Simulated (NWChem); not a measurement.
Program: NWChem. System: AlF2I, charge 0, spin multiplicity 1, at a geometry optimised with B3LYP/def2-SVP with def2 effective core potentials on I. The structure started from a generated list of species. Level: M06-2X/def2-SVP with def2 effective core potentials on I.

Input file:

```
start mol
memory heap 200 mb stack 800 mb global 1000 mb
geometry units angstroms nocenter noautoz
  Al     0.000000     0.000000     1.358934
  F     -1.416003     0.000000     2.210820
  F      1.416003     0.000000     2.210820
  I      0.000000     0.000000    -1.084168
  symmetry group C2v
end
basis spherical
  * library def2-svp
end
ecp
  I library def2-ecp
end
dft
  xc m06-2x
  semidirect memsize 60000000 filesize 0
  iterations 100
  grid fine
end
task dft energy
```

Output (cleaned and shortened):

```
             Northwest Computational Chemistry Package (NWChem) 7.3.0
             --------------------------------------------------------

                                NWChem Input Module
                                -------------------

 Scaling coordinates for geometry "geometry" by  1.889725989
 (inverse scale =  0.529177249)

 Turning off AUTOSYM since
 SYMMETRY directive was detected!

                             Geometry "geometry" -> ""
                             -------------------------

 Output coordinates in angstroms (scale by  1.889725989 to convert to a.u.)

  No.       Tag          Charge          X              Y              Z
 ---- ---------------- ---------- -------------- -------------- --------------
    1 Al                  13.0000     0.00000000     0.00000000     1.35893400
    2 F                    9.0000    -1.41600300     0.00000000     2.21082000
    3 F                    9.0000     1.41600300     0.00000000     2.21082000
    4 I                   53.0000     0.00000000     0.00000000    -1.08416800

 Effective nuclear repulsion energy (a.u.)     380.0714273585

            Nuclear Dipole moment (a.u.)
            ----------------------------
        X                 Y               Z
 ---------------- ---------------- ----------------
     0.0000000000     0.0000000000    -0.0000037795

      Symmetry information
      --------------------

 Group name             C2v
 Group number             16
 Group order               4
 No. of unique centers     3

      Symmetry unique atoms

     1    2    4


 Summary of "ao basis" -> "" (spherical)
 ------------------------------------------------------------------------------
       Tag                 Description            Shells   Functions and Types
 ---------------- ------------------------------  ------  ---------------------
 *                          def2-svp                  on all atoms

                                 NWChem DFT Module
                                 -----------------

 Summary of "ao basis" -> "ao basis" (spherical)
 ------------------------------------------------------------------------------
       Tag                 Description            Shells   Functions and Types
 ---------------- ------------------------------  ------  ---------------------
 Al                         def2-svp                 8       18   4s3p1d
 F                          def2-svp                 6       14   3s2p1d
 I                          def2-svp                10       26   4s4p2d

 Summary of "ao basis" -> "ao basis" (spherical)
 ------------------------------------------------------------------------------
       Tag                 Description            Shells   Functions and Types
 ---------------- ------------------------------  ------  ---------------------
 Al                         def2-svp                 8       18   4s3p1d
 F                          def2-svp                 6       14   3s2p1d
 I                          def2-svp                10       26   4s4p2d

      Symmetry analysis of basis
      --------------------------

        a1         31
        a2          7
        b1         20
        b2         14

            General Information
            -------------------
          SCF calculation type: DFT
          Wavefunction type:  closed shell.
          No. of atoms     :     4
          No. of electrons :    56
           Alpha electrons :    28
            Beta electrons :    28
          Charge           :     0
          Spin multiplicity:     1
          Use of symmetry is: on ; symmetry adaption is: on
          Maximum number of iterations: 100
          AO basis - number of functions:    72
                     number of shells:    30
          Convergence on energy requested:  1.00D-06
          Convergence on density requested:  1.00D-05
          Convergence on gradient requested:  5.00D-04

              XC Information
              --------------
                       M06-2X Method XC Functional
                     Hartree-Fock (Exact) Exchange  0.540
                        M06-2X Exchange Functional  1.000
                      M06-2X Correlation Potential  1.000

             Grid Information
             ----------------
          Grid used for XC integration:  fine
          Radial quadrature: Mura-Knowles
          Angular quadrature: Lebedev.
          Tag              B.-S. Rad. Rad. Pts. Rad. Cut. Ang. Pts.
          ---              ---------- --------- --------- ---------
          Al                  1.25      123          10.0       770
          F                   0.50       70          10.0       590
          I                   1.40      141          10.0       974
          Grid pruning is: on
          Number of quadrature shells:   334
          Spatial weights used:  Erf1

          Convergence Information
          -----------------------
          Convergence aids based upon iterative change in
          total energy or number of iterations.
          Levelshifting, if invoked, occurs when the
          HOMO/LUMO gap drops below (HL_TOL):  1.00D-02
          DIIS, if invoked, will attempt to extrapolate
          using up to (NFOCK): 10 stored Fock matrices.

                    Damping( 0%)  Levelshifting(0.5)       DIIS
                  --------------- ------------------- ---------------
          dE  on:    start            ASAP                start
          dE off:    2 iters        100 iters           100 iters

      Screening Tolerance Information
      -------------------------------
          Density screening/tol_rho:  1.00D-10
          AO Gaussian exp screening on grid/accAOfunc:  14
          CD Gaussian exp screening on grid/accCDfunc:  20
          XC Gaussian exp screening on grid/accXCfunc:  20
          Schwarz screening/accCoul:  1.00D-08

      Superposition of Atomic Density Guess
      -------------------------------------

 Sum of atomic energies:        -787.50355982

      Non-variational initial energy
      ------------------------------

 Total energy =    -737.313729
 1-e energy   =   -1584.366531
 2-e energy   =     620.190464
 HOMO         =      -0.366961
 LUMO         =      -0.053825

      Symmetry analysis of molecular orbitals - initial
      -------------------------------------------------

  Numbering of irreducible representations:

     1 a1          2 a2          3 b1          4 b2

  Orbital symmetries:

     1 a1          2 a1          3 b1          4 a1          5 a1
     6 b1          7 b2          8 a1          9 b1         10 a1
    11 b2         12 a1         13 b1         14 b2         15 a1
    16 a2         17 a1         18 b1         19 a1         20 a1
    21 b1         22 a1         23 b2         24 a2         25 b1
    26 a1         27 b2         28 b1         29 a1         30 b2
    31 b1         32 a1         33 a1         34 a1         35 b2
    36 b1         37 a1         38 b2

------------------------------------------------------------
EAF file 0: "./mol.aoints.0" size=524288 bytes
------------------------------------------------------------
               write      read    awrite     aread      wait
               -----      ----    ------     -----      ----
     calls:        1         0         0         0         0
   data(b): 5.24e+05  0.00e+00  0.00e+00  0.00e+00
   time(s): 0.00e+00  0.00e+00  0.00e+00  0.00e+00  0.00e+00
rate(mb/s): 0.00e+00  0.00e+00
------------------------------------------------------------

 Grid integrated density:      56.000006247381
 Requested integration accuracy:   0.10E-06

   convergence    iter        energy       DeltaE   RMS-Dens  Diis-err    time
 ---------------- ----- ----------------- --------- --------- ---------  ------
 d= 0,ls=0.0,diis     1   -739.5283346487 -9.66D+02  1.77D-02  8.61D-01     2.0
 Grid integrated density:      56.000006384962
 Requested integration accuracy:   0.10E-06
 d= 0,ls=0.0,diis     2   -739.5204081748  7.93D-03  7.98D-03  1.31D+00     2.3
 d= 0,ls=0.0,diis     3   -739.6301368055 -1.10D-01  8.15D-04  2.35D-03     2.7
 d= 0,ls=0.0,diis     4   -739.6303949208 -2.58D-04  3.04D-04  3.88D-04     3.1
 d= 0,ls=0.0,diis     5   -739.6304563172 -6.14D-05  9.86D-05  3.25D-05     3.4
  Resetting Diis
 d= 0,ls=0.0,diis     6   -739.6304625870 -6.27D-06  2.05D-05  1.32D-06     3.8
 d= 0,ls=0.0,diis     7   -739.6304628502 -2.63D-07  5.31D-06  5.93D-08     4.3

         Total DFT energy =     -739.630462850155
      One electron energy =    -1586.259110281584
           Coulomb energy =      681.582472208163
    Exchange-Corr. energy =      -61.816162128642
 Nuclear repulsion energy =      226.862337351908

 Numeric. integr. density =       55.999999769786

     Total iterative time =      3.5s

                  Occupations of the irreducible representations
                  ----------------------------------------------

                     irrep           alpha         beta
                     --------     --------     --------
                     a1               13.0         13.0
                     a2                2.0          2.0
                     b1                8.0          8.0
                     b2                5.0          5.0

                       DFT Final Molecular Orbital Analysis
                       ------------------------------------

 Vector   26  Occ=2.000000D+00  E=-4.198679D-01  Symmetry=a1
              MO Center= -1.5D-15, -9.5D-19, -5.6D-01, r^2= 2.9D+00
   Bfn.  Coefficient  Atom+Function         Bfn.  Coefficient  Atom+Function
  ----- ------------  ---------------      ----- ------------  ---------------
    59      0.519994  4 I  pz                62      0.386885  4 I  pz
     3      0.226329  1 Al s                 56     -0.212027  4 I  pz
    10     -0.201147  1 Al pz                49     -0.184574  4 I  s
    53     -0.173853  4 I  pz                24     -0.140556  2 F  pz
    38     -0.140556  3 F  pz                 2      0.130396  1 Al s

 Vector   27  Occ=2.000000D+00  E=-3.544664D-01  Symmetry=b2
              MO Center=  6.3D-16, -2.5D-14, -9.4D-01, r^2= 2.2D+00
   Bfn.  Coefficient  Atom+Function         Bfn.  Coefficient  Atom+Function
  ----- ------------  ---------------      ----- ------------  ---------------
    58      0.592412  4 I  py                61      0.528868  4 I  py
    55     -0.241512  4 I  py                52     -0.196759  4 I  py
     9      0.069769  1 Al py                15     -0.055086  1 Al d -1
    12      0.054293  1 Al py                23      0.041832  2 F  py
    37      0.041832  3 F  py                 6     -0.037890  1 Al py

 Vector   28  Occ=2.000000D+00  E=-3.489578D-01  Symmetry=b1
              MO Center=  2.0D-15, -2.8D-16, -9.7D-01, r^2= 2.1D+00
   Bfn.  Coefficient  Atom+Function         Bfn.  Coefficient  Atom+Function
  ----- ------------  ---------------      ----- ------------  ---------------
    57      0.604936  4 I  px                60      0.531007  4 I  px
    54     -0.245300  4 I  px                51     -0.199748  4 I  px
    17      0.055799  1 Al d  1              24      0.055745  2 F  pz
    38     -0.055745  3 F  pz                27     -0.042715  2 F  pz
    41      0.042715  3 F  pz                11      0.040010  1 Al px

 Vector   29  Occ=0.000000D+00  E=-3.546693D-02  Symmetry=a1
              MO Center=  7.7D-15, -2.9D-15,  8.8D-01, r^2= 4.8D+00
   Bfn.  Coefficient  Atom+Function         Bfn.  Coefficient  Atom+Function
  ----- ------------  ---------------      ----- ------------  ---------------
     4      1.074385  1 Al s                 62     -0.545191  4 I  pz
    50     -0.391436  4 I  s                  3      0.347026  1 Al s
     2      0.268986  1 Al s                 59     -0.263365  4 I  pz
    49     -0.228780  4 I  s                 21     -0.214201  2 F  s
    35     -0.214201  3 F  s                 13     -0.188529  1 Al pz

 Vector   30  Occ=0.000000D+00  E=-1.165266D-02  Symmetry=b2
              MO Center= -2.5D-15,  2.9D-14,  1.1D+00, r^2= 4.1D+00
   Bfn.  Coefficient  Atom+Function         Bfn.  Coefficient  Atom+Function
  ----- ------------  ---------------      ----- ------------  ---------------
    12      0.793109  1 Al py                 9      0.372920  1 Al py
    61     -0.275550  4 I  py                 6     -0.187118  1 Al py
    58     -0.179066  4 I  py                26     -0.174526  2 F  py
    40     -0.174526  3 F  py                23      0.166052  2 F  py
    37      0.166052  3 F  py                69      0.098986  4 I  d -1

 Vector   31  Occ=0.000000D+00  E= 8.588444D-02  Symmetry=b1
              MO Center= -1.9D-14, -2.0D-17,  8.4D-01, r^2= 5.2D+00
   Bfn.  Coefficient  Atom+Function         Bfn.  Coefficient  Atom+Function
  ----- ------------  ---------------      ----- ------------  ---------------
    11      1.138165  1 Al px                21      0.360575  2 F  s
    35     -0.360575  3 F  s                 60     -0.306803  4 I  px
    57     -0.186636  4 I  px                71     -0.179900  4 I  d  1
    17      0.170672  1 Al d  1               8      0.148030  1 Al px
    24      0.109557  2 F  pz                38     -0.109557  3 F  pz

 center of mass
 --------------
 x =   0.00000000 y =   0.00000000 z =  -0.16655004

 moments of inertia (a.u.)
 ------------------
        1368.487593621995           0.000000000000           0.000000000000
           0.000000000000        1640.552822998173           0.000000000000
           0.000000000000           0.000000000000         272.065229376179

     Multipole analysis of the density
     ---------------------------------

     L   x y z        total         alpha         beta         nuclear
     -   - - -        -----         -----         ----         -------
     0   0 0 0      0.000000    -28.000000    -28.000000     56.000000

     1   1 0 0     -0.000000     -0.000000     -0.000000      0.000000
     1   0 1 0     -0.000000     -0.000000     -0.000000      0.000000
     1   0 0 1     -0.342836    -28.854343    -28.854343     57.365849

     2   2 0 0    -39.967327    -84.425592    -84.425592    128.883857
     2   1 1 0     -0.000000     -0.000000     -0.000000      0.000000
     2   1 0 1      0.000000      0.000000      0.000000      0.000000
     2   0 2 0    -32.932513    -16.466257    -16.466257      0.000000
     2   0 1 1      0.000000      0.000000      0.000000      0.000000
     2   0 0 2    -38.837823   -271.842589   -271.842589    504.847356

 Task  times  cpu:        4.3s     wall:        4.3s

 Total times  cpu:        4.3s     wall:        4.3s
```
